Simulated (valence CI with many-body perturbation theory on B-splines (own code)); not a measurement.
The numbers below are computed, except where a source is named.
**Hyperfine factors and g values of As I**

Method: relativistic CI+MBPT: five valence electrons over a frozen Dirac-Fock core [Ar] 3d10, a basis of 10 s, 10 p, 9 d, 7 f, 4 g, 2 h functions for each j, with the one-electron correlation potential Σ1, the two-electron term Σ2, the three-electron term Σ3, Breit, model QED; selected CI, second order for the rest, scaled by the run's own slope (own B-spline code, finite nucleus).

Set against measurement, 11 paired levels are off by 73 cm⁻¹ on average, the worst by 115. These come from a selection out of the NIST Handbook of Basic Atomic Spectroscopic Data. Levels without a partner in it may be off by more. Among the levels kept, up to 860 cm⁻¹ of a level comes from second order outside the variational space, and about a tenth of that is noise between levels of different J, which matters for small intervals.

A/g_I is the dipole constant over the nuclear g factor μ/I (μ in nuclear magnetons, uniformly magnetised nucleus), B/Q the quadrupole constant per barn. Both hold the static response of the core; the bare values leave it out. Large factors of s and p1/2 electrons are usually good to 5 to 10 %; those of open d and f shells near neutrality can be off by tens of per cent, and small factors of p3/2, d and f electrons come from cancelling terms and can be off by a factor of two or in sign, in half-filled shells by more. B is blank for J = 1/2, where it vanishes, and for nearly pure S terms. Energies count from the lowest level.

Names give the largest LS component (configuration and term), which can be under half, so a name can repeat, a term be missing and a line seem to break the LS rules; names also repeat where a configuration has a term twice. Letters in brackets count levels of one name in rising energy.

```csv
Level,E (eV),g,A/g_I (MHz),A/g_I bare,B/Q (MHz/b),B/Q bare
4s2 4p3 4S°_3/2,0.0000,1.998,-52.9,-116,,
4s2 4p3 2D°_3/2,1.316,0.819,375,361,321,270
4s2 4p3 2D°_5/2,1.357,1.200,688,611,-44.1,-36.4
4s2 4p3 2P°_1/2,2.262,0.666,2070,1890,,
4s2 4p3 2P°_3/2,2.317,1.319,357,305,-323,-272
4s2 4p2 5s 4P_1/2,6.275,2.586,688,567,,
4s2 4p2 5s 4P_3/2,6.387,1.721,274,225,645,542
4s2 4p2 5s 4P_5/2,6.547,1.593,716,621,-865,-730
4s2 4p2 5s 2P_1/2,6.576,0.751,27.5,47.7,,
4s2 4p2 5s 2P_3/2,6.756,1.330,584,490,-791,-667
4s2 4p2 5p 2S°_1/2,7.439,1.428,40.6,-23.7,,
4s2 4p2 5p 4D°_1/2,7.518,0.616,5.52,20.6,,
4s2 4p2 5p 4D°_3/2,7.527,1.280,56.0,46.5,138,116
4s2 4p2 5s 2D_5/2,7.531,1.209,851,777,1680,1420
4s2 4p2 5s 2D_3/2,7.532,0.818,649,590,1150,972
4s2 4p2 5p 4D°_5/2,7.628,1.393,33.3,15.6,366,307
4s2 4p2 5p 4P°_3/2,7.671,1.580,23.2,-10.3,-101,-85.4
4s2 4p2 5p 4P°_1/2,7.717,2.503,-414,-435,,
4s2 4p2 5p 2D°_3/2,7.737,1.011,268,249,-341,-286
4s2 4p2 4d 4P_5/2 [a],7.747,1.583,913,800,86.9,69.1
4s2 4p2 5p 4D°_7/2,7.775,1.424,358,302,-831,-700
4s2 4p2 5p 4P°_5/2,7.827,1.466,435,364,-511,-432
4s2 4p2 4d 4P_3/2,7.842,1.546,647,552,-335,-282
4s2 4p2 5p 4S°_3/2,7.871,1.860,579,480,-318,-269
4s2 4p2 4d 4F_3/2,7.908,0.666,331,321,1.64,-0.309
4s2 4p2 4d 4P_1/2,7.919,2.575,2120,1840,,
4s2 4p2 5p 2D°_5/2,7.936,1.297,419,358,-486,-410
4s2 4p2 4d 4F_5/2,7.955,1.061,91.7,87.5,88.1,70.5
4s2 4p2 5p 2P°_1/2,7.957,0.777,1410,1290,,
4s2 4p2 5p 2P°_3/2,8.001,1.311,435,361,165,138
4s2 4p2 4d 2P_3/2,8.010,1.239,-93.3,-108,-260,-220
4s2 4p2 4d 4F_7/2,8.030,1.259,41.9,28.9,46.1,32.7
4s2 4p2 4d 2P_1/2,8.099,0.527,632,614,,
4s2 4p2 4d 4F_9/2,8.152,1.331,249,208,-892,-758
4s2 4p2 4d 2F_5/2,8.156,0.923,317,292,-466,-394
4s2 4p2 4d 4D_3/2,8.218,1.191,441,394,-169,-141
4s2 4p2 4d 4D_1/2,8.235,0.493,353,360,,
4s2 4p2 4d 4D_5/2,8.248,1.301,363,317,-138,-116
4s2 4p2 4d 4D_7/2,8.257,1.337,214,173,-105,-90.9
4s2 4p2 6s 4P_1/2,8.283,2.129,-79.9,-108,,
```

**Question.** Take the isotope of mass number 75, with I = 3/2, μ = 1.4383 μN and Q = 0.311 b. What is the hyperfine structure of 4s2 4p2 5s 4P_5/2?

**Answer.** From the table A = 686 MHz, B = -269 MHz. Shifts from the centre of gravity in MHz: F = 1: -3790, F = 2: -2200, F = 3: -23.6, F = 4: 2510.
